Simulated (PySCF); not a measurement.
## Magnetic susceptibility: `C#CC1=CP=CO1`, C5H3OP

Molfile (atoms numbered from 1):
```
C5H3OP
     RDKit          3D

 10 10  0  0  0  0  0  0  0  0999 V2000
    1.9302   -1.8500    0.8441 C   0  0  0  0  0  0  0  0  0  0  0  0
    1.0848   -1.0358    0.5897 C   0  0  0  0  0  0  0  0  0  0  0  0
    0.1039   -0.0701    0.2922 C   0  0  0  0  0  0  0  0  0  0  0  0
    0.2599    1.2905    0.3160 C   0  0  0  0  0  0  0  0  0  0  0  0
   -1.2365    2.1041   -0.1284 P   0  0  0  0  0  0  0  0  0  0  0  0
   -1.9286    0.5477   -0.3033 C   0  0  0  0  0  0  0  0  0  0  0  0
   -1.1244   -0.4864   -0.0543 O   0  0  0  0  0  0  0  0  0  0  0  0
    2.6704   -2.5590    1.0666 H   0  0  0  0  0  0  0  0  0  0  0  0
    1.1822    1.7775    0.5732 H   0  0  0  0  0  0  0  0  0  0  0  0
   -2.9330    0.2862   -0.5893 H   0  0  0  0  0  0  0  0  0  0  0  0
  1  2  3  0
  2  3  1  0
  3  4  2  0
  4  5  1  0
  5  6  2  0
  6  7  1  0
  7  3  1  0
  1  8  1  0
  4  9  1  0
  6 10  1  0
M  END
```

The calculation used GIAO B3LYP/pcSseg-1 magnetisability, rotational g tensor and spin-rotation constants, non-relativistic, gas phase in PySCF 2.14.0. Geometry: GFN2-xTB.

(1) What are the magnetisability and the molar susceptibility?

(2) Split it along the inertial axes a, b, c into diamagnetic and paramagnetic parts about the centre of mass, with the quadrupole moment.

(3) And the rotational g tensor?

## Answers

(1) Isotropic -1101 × 10⁻³⁰ J/T², or -66.3 × 10⁻⁶ cm³/mol; principal values -1559, -920, -824 × 10⁻³⁰ J/T², anisotropy 692 × 10⁻³⁰ J/T² (root of half the summed squared differences of the principal values). The susceptibility is in cgs units.

(2) 
| axis | χ (10⁻⁶ cm³/mol) | diamagnetic (10⁻⁶ cm³/mol) | paramagnetic (10⁻⁶ cm³/mol) | summed x² of all electrons (Å²) | quadrupole Θ (D Å) |
| --- | --- | --- | --- | --- | --- |
| a | -55.4 | -244.6 | 189.2 | 185.4 | +5.66 |
| b | -49.6 | -830.6 | 781.0 | 47.3 | +0.99 |
| c | -93.9 | -987.3 | 893.4 | 10.4 | -6.65 |

Anisotropies 2χaa − χbb − χcc = +32.7 and 2χbb − χaa − χcc = +50.0 × 10⁻⁶ cm³/mol. Θ is traceless in Buckingham's convention.

(3) 
```tsv
axis	rotational constant (GHz)	g	nuclear part	electronic part
a	7.4783	-0.0986	0.5663	-0.6648
b	1.5062	-0.0220	0.5307	-0.5526
c	1.2537	+0.0104	0.5366	-0.5262
```
Asymmetric top; isotopes 12C, 1H, 16O, 31P; no vibrational averaging.
